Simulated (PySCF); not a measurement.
**A small calculation by hand: chemical shift, span and skew from a shielding tensor**

BeF2, SMILES [F][Be][F]. Atoms are numbered in the order given.

```xyz
3

Be     0.0000     0.0000     0.0000
F      0.0000     0.0000    -1.3783
F      0.0000     0.0000     1.3783
```
Charge 0, spin multiplicity 1.

Geometry: PBE0-D3(BJ)/def2-TZVP. The isomer is the one that the SMILES or the coordinates give; other isomers of the formula were not compared.

GIAO shieldings from PySCF with PBE0/pcSseg-2, non-relativistic, no solvent. The symmetric part of the tensor of F2 has the principal values 332.7, 332.7, 483.0 ppm. The same nucleus in CFCl3 has σ = 165.8 ppm at this level (PySCF, at its B3LYP-D3(BJ)/def2-TZVP geometry).

Work out the isotropic shielding, the ¹⁹F shift against CFCl3, the span and the skew.


σ(iso) = (σ11 + σ22 + σ33)/3 = 382.8 ppm. δ = σ(ref) − σ(iso) = 165.8 − (382.8) = -217.0 ppm.
Span Ω = σ33 − σ11 = 150.3 ppm. Skew κ = 3(σ(iso) − σ22)/Ω = 1.00, an axial tensor. Tumbling in solution averages the tensor to δ; in a static solid the shielding alone would spread this spin-1/2 line over Ω.
